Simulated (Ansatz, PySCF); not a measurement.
Gas-phase reaction in SMILES: FCF [difluoromethane] -> F[CH-]F + H+
Structures are relaxed separately at B3LYP-D3(BJ)/def2-TZVP in Ansatz (a program for electronic structure).

Wanted: gas-phase deprotonation energy (enthalpy at 298 K, with B3LYP-D3(BJ) rigid-rotor harmonic-oscillator terms from PySCF), in kcal/mol. Cores are frozen in the correlated levels unless marked. Spin-orbit coupling is left out. No relativistic terms. Anions need diffuse functions: aug- sets have them; def2-D sets add few; the other sets have none. CBS marks a two-point X^-3 extrapolation of the correlation energy; Hartree-Fock from the larger set. [CCSD(T)-MP2]/basis is that difference in the basis named.

```
level                           program  gas-phase deprotonation energy (kcal/mol)
-----------------------  --------------  -----------------------------------------
HF/aug-cc-pVDZ                   Ansatz                                      403.8
PBE-D4/def2-TZVPD        Ansatz + dftd4                                      394.2
revPBE-D4/def2-TZVPD     Ansatz + dftd4                                      395.4
TPSS/def2-TZVPD                   PySCF                                      397.3
TPSS-D3(BJ)/def2-TZVPD    PySCF + dftd3                                      397.6
B3LYP-D3(BJ)/def2-TZVPD  Ansatz + dftd3                                      397.0
PBE0/6-31G*                      Ansatz                                      420.8
```

Question: What does RI-MP2/CBS(aug-cc-pVTZ,aug-cc-pVQZ)+[CCSD(T)-MP2]/aug-cc-pVTZ (Ansatz) give?

Answer: 398.8 kcal/mol
